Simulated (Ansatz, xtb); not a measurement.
**C2H9NSi3: which of two isomers lies lower**

Structure a: `C[Si]([SiH3])([SiH3])C#N`, a singlet. Structure b: `C[SiH2][Si@@H]([SiH3])C#N`, a singlet. Both are isolated molecules in the gas phase, relaxed with B3LYP/def2-SVP, each in the lowest conformer that the search found.

a (Å):

```yaml
atoms:
  - { symbol: C, position_ang: [0.4092, -0.0850, -2.3221] }
  - { symbol: C, position_ang: [-1.4726, 2.0805, -1.3089] }
  - { symbol: N, position_ang: [-2.1590, 2.9631, -1.6274] }
  - { symbol: Si, position_ang: [-0.3735, 0.6631, -0.7687] }
  - { symbol: Si, position_ang: [-1.7821, -0.8698, 0.3503] }
  - { symbol: Si, position_ang: [1.2390, 1.6000, 0.6832] }
  - { symbol: H, position_ang: [1.0111, 0.6667, -2.8562] }
  - { symbol: H, position_ang: [-0.3666, -0.4597, -3.0079] }
  - { symbol: H, position_ang: [1.0666, -0.9258, -2.0492] }
  - { symbol: H, position_ang: [-0.9586, -2.0207, 0.8289] }
  - { symbol: H, position_ang: [-2.4282, -0.2132, 1.5226] }
  - { symbol: H, position_ang: [-2.8320, -1.3791, -0.5799] }
  - { symbol: H, position_ang: [2.1373, 0.5115, 1.1729] }
  - { symbol: H, position_ang: [0.5688, 2.2400, 1.8512] }
  - { symbol: H, position_ang: [2.0583, 2.6147, -0.0419] }
```

b (Å):

```xyz
15

C    -2.4100   -1.6964   -0.0260
C    -0.2200    0.7318   -2.2150
N    -0.6418    0.9221   -3.2815
Si   -1.4675   -0.2836    0.8003
Si    0.4093    0.3483   -0.4959
Si    2.0466   -1.3397   -0.7225
H    -1.7774   -2.5921   -0.1287
H    -3.2936   -1.9687    0.5734
H    -2.7535   -1.4005   -1.0297
H    -0.9581   -0.6893    2.1459
H    -2.3384    0.9170    0.9716
H     1.0336    1.6069    0.0076
H     1.4181   -2.5705   -1.2837
H     2.6009   -1.6489    0.6286
H     3.1477   -0.8873   -1.6196
```

Quicker runs give these differences E(b) − E(a): GFN2-xTB −1.86 kJ/mol; HF/STO-3G −0.69 kJ/mol (at GFN2-xTB geometries); r2SCAN-D4/def2-SVP +0.68 kJ/mol (at GFN2-xTB geometries).

Task: Estimate which is lower in electronic energy at CCSD(T)/def2-SVP + ΔMP2/def2-TZVPP, and by roughly how much.

Result: Too close to call at this level: CCSD(T)/def2-SVP + ΔMP2/def2-TZVPP gives E(b) − E(a) = +1.58 kJ/mol.

How the difference moves with the method:

| level | geometry | E(b) − E(a) (kJ/mol) | departure from the last row (kJ/mol) | job, with rough time for the two |
| --- | --- | --- | --- | --- |
| GFN2-xTB | GFN2-xTB | −1.86 | −3.44 | optimisation, 0.27 s |
| HF/STO-3G | GFN2-xTB | −0.69 | −2.27 | single point, 0.62 s |
| r2SCAN-D4/def2-SVP | GFN2-xTB | +0.68 | −0.90 | single point, 8.4 s |
| B3LYP/def2-SVP | B3LYP/def2-SVP | +0.25 | −1.34 | optimisation, 99 s |
| HF/def2-SVP | B3LYP/def2-SVP | −0.16 | −1.75 | part of the CCSD(T) run |
| MP2/def2-SVP | B3LYP/def2-SVP | +2.63 | +1.04 | part of the CCSD(T) run |
| CCSD(T)/def2-SVP | B3LYP/def2-SVP | +2.10 | +0.51 | single point |
| CCSD(T)/def2-SVP + ΔMP2/def2-TZVPP | B3LYP/def2-SVP | +1.58 |  | single point, 1.7 min |

As drawn, both hold the same kinds of bond in the same numbers.

The largest departure from CCSD(T)/def2-SVP + ΔMP2/def2-TZVPP is that of GFN2-xTB, 3.44 kJ/mol. The last row adds to CCSD(T) the change of the MP2 difference between the two basis sets, here −0.51 kJ/mol.

With thermal terms from frequencies at re-optimised GFN2-xTB minima (ideal gas, soft modes damped towards free rotors, one conformer each, 298.15 K, 1 atm): the zero-point term adds +1.02 kJ/mol; ΔH is +1.33 and ΔG +3.82 kJ/mol.

The correlated steps freeze 18 core orbitals. Mirror images aren't counted in ΔG. Run with Ansatz 0.2.0, xtb 6.7.1; the last row on 2 threads of Arm Neoverse V2 on a shared host.
